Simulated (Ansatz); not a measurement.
Cost and result for the atomization energy of CdH₄O₂Si, SMILES `[OH][Cd][O][SiH3]` (8 atoms, 7 bonds).

Charge 0, multiplicity 1. Correlated methods include outer-core shells of Cd, which these sets cover unevenly. Cd: def2 effective core potential. Geometry: relaxed with PBE0-D4/def2-TZVP. It is one conformer, not always the lowest. Program: Ansatz. All runs use 4 threads of an Arm Neoverse V1 on a shared host. Times are those of one run each, without the atoms' runs, and a repeat can differ threefold. Electronic energies, without spin–orbit coupling; frozen cores. CCSD(T)/CBS adds CCSD(T) − MP2 in def2-TZVPP to the MP2 limit, and its time is that of the two runs behind it. T1 = 0.016. With those shells the extrapolation isn't a true limit. HSE06 is the plane-wave form, built on full-range PBE exchange.

CCSD(T)/CBS is a level of theory with its own doubt, some kJ/mol a heavy atom from the limit and from the frozen cores, so smaller differences don't rank the functionals.

```tsv
level	functions	wall time
LDA (SPW92)/def2-TZVPP	216	1.1 s
revPBE-D4/def2-TZVPP	216	1.9 s
BLYP-D4/def2-TZVPP	216	1.9 s
PBE-D4/def2-TZVPP (with forces)	216	2.1 s
PBE0-D4/def2-TZVPP	216	2.4 s
HSE06-D4/def2-TZVPP	216	2.6 s
r2SCANh-D4/def2-TZVPP	216	4.6 s
B2PLYP/def2-TZVPP	216	4.8 s
ωB97X-V/def2-TZVPP	216	7.5 s
CCSD(T)/def2-SVP	97	8 s
MP2/def2-QZVPP	392	14 s
CCSD(T)/def2-TZVPP	216	3.5 min
CCSD(T)/CBS(def2)	–	3.7 min
```

Q: What atomization energy does each give, and how far from CCSD(T)/CBS? (Estimate.)

A: Ansatz gave: 
| level | atomization (kcal/mol) | difference from CCSD(T)/CBS | per bond |
| --- | --- | --- | --- |
| LDA (SPW92)/def2-TZVPP | 647.9 | 79.6 | 11.4 |
| revPBE-D4/def2-TZVPP | 548.6 | -19.7 | -2.8 |
| BLYP-D4/def2-TZVPP | 558.2 | -10.1 | -1.4 |
| PBE-D4/def2-TZVPP (with forces) | 564.8 | -3.5 | -0.5 |
| PBE0-D4/def2-TZVPP | 551.4 | -16.9 | -2.4 |
| HSE06-D4/def2-TZVPP | 551.7 | -16.6 | -2.4 |
| r2SCANh-D4/def2-TZVPP | 559.3 | -9.0 | -1.3 |
| B2PLYP/def2-TZVPP | 554.2 | -14.1 | -2.0 |
| ωB97X-V/def2-TZVPP | 570.0 | 1.7 | 0.2 |
| CCSD(T)/def2-SVP | 517.2 | -51.1 | -7.3 |
| MP2/def2-QZVPP | 572.7 | 4.4 | 0.6 |
| CCSD(T)/def2-TZVPP | 547.8 | -20.5 | -2.9 |
| CCSD(T)/CBS(def2) | 568.3 | 0.0 | 0.0 |

From BLYP to BHLYP (50 % exact exchange), in def2-TZVPP and without D4, the atomization energy moves by −17.8 kcal/mol: exact exchange takes away binding that semilocal exchange gives to molecules. Leaving LDA and LC-ωPBE aside and taking each functional with its dispersion term where it has one, the values, not all of them listed here, spread over 32.3 kcal/mol, from BHLYP-D4 to ωB97X-V. LDA lies +86.6 kcal/mol from PBE without D4, its usual overbinding. At CCSD(T), def2-SVP lies −51.1 kcal/mol from the extrapolated value and def2-TZVPP −20.5 kcal/mol: correlation converges slowly with the basis, and small sets miss more of it in the bonded molecule than in its fragments.
